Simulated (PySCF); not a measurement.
Q: Write Cartesian coordinates for `[H][Sb]([H])[N](C)C` (SbH2(NMe2)) as optimised with PBE0-D3(BJ)/def2-SVP.

A: 
```xyz
12
C2H8NSb angstrom
Sb     0.8166    1.5049    1.2159
H      2.2872    1.2551    0.3251
H      0.3772    2.7584    0.1255
N     -0.3480    0.1159    0.2456
C     -0.2513    0.0293   -1.1874
C     -0.4718   -1.1678    0.8896
H      0.6809   -0.4594   -1.5494
H     -0.3001    1.0298   -1.6434
H     -1.1005   -0.5569   -1.5863
H     -0.5749   -1.0511    1.9803
H     -1.3819   -1.6841    0.5310
H      0.3821   -1.8568    0.7045
```

Any rigid rotation of these coordinates is as good. Atoms count from 1 in this order. Of the pairs four or more bonds apart, H9···H11 is among the closest relative to their van der Waals radii: 2.42 Å, 101 % of the sum of Bondi's values. Sb1 (antimony bonded to N and 2 H) is pyramidal (angles 98.1°, 92.8° and 89.8°, sum 280.6°, 0.99 Å off the plane of its three neighbours). N4 (nitrogen bonded to 2 C and Sb) is pyramidal (angles 118.2°, 116.1° and 113.4°, sum 347.7°, 0.33 Å off the plane of its three neighbours).

Bonds between heavy atoms (Å): Sb1–N4 2.056, N4–C5 1.439, N4–C6 1.442.

Theory: PBE0-D3(BJ)/def2-SVP geometry optimisation, gas phase, def2 core potentials past Kr in PySCF.

Whether it is a minimum is left open (no frequencies). One conformer, not necessarily the lowest (H–Sb1–N4–C5 -43° and 48°).
